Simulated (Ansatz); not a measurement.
Steps of a relaxation of BrF$_{2}$Sn (`[F][Sn]([F])[Br]`) radical with UKS PBE-D4/def2-SVP.

```sh
$ ansatz run in.yaml --threads 4 --pin off --events-out ev --progress --plain --max-ram 10444MiB
```

```yaml
crystal:
  periodic: [false, false, false]
  atoms:
    - {symbol: F, position_ang: [-0.871900, -0.481300, 1.626200]}
    - {symbol: Sn, position_ang: [0.244300, 0.377400, 0.293400]}
    - {symbol: F, position_ang: [1.672300, -0.834200, -0.135400]}
    - {symbol: Br, position_ang: [-0.989200, 0.877900, -1.804600]}
basis:
  gaussian: {orbitals: def2-SVP}
magnetization: {spin_polarized: true, initial_magnetization: 1}
hamiltonian: {xc: pbe, dispersion: d4}
relax: {f_tol: 0.03, max_steps: 200}
```

Positions (Å) and forces (eV/Å) along the path, 4 of 4 steps:

```xyz
4
step=1 energy=-81285.1642 eV
F    -0.872   -0.481    1.626   -0.379   -0.420    0.379
Sn    0.244    0.377    0.293    0.036    1.134    0.348
F     1.672   -0.834   -0.135    0.727   -0.788   -0.182
Br   -0.989    0.878   -1.805   -0.384    0.074   -0.546
4
step=2 energy=-81285.2292 eV
F    -0.869   -0.507    1.599    0.035    0.002   -0.013
Sn    0.290    0.437    0.320   -0.225    0.086   -0.243
F     1.686   -0.879   -0.099    0.047   -0.053    0.017
Br   -1.051    0.889   -1.841    0.143   -0.034    0.239
4
step=3 energy=-81285.2348 eV
F    -0.864   -0.507    1.593    0.009    0.002   -0.008
Sn    0.283    0.438    0.305   -0.036    0.012   -0.044
F     1.686   -0.881   -0.090    0.002   -0.005    0.005
Br   -1.049    0.890   -1.828    0.026   -0.008    0.046
4
step=4 energy=-81285.2350 eV
F    -0.863   -0.507    1.589    0.001    0.001   -0.001
Sn    0.282    0.439    0.301    0.003   -0.003    0.004
F     1.686   -0.882   -0.087   -0.001    0.001    0.000
Br   -1.049    0.889   -1.824   -0.003    0.001   -0.004
```

Run time 6 s (4 threads of an AMD EPYC 7B13 on a shared host); peak host memory 0.18 GiB.
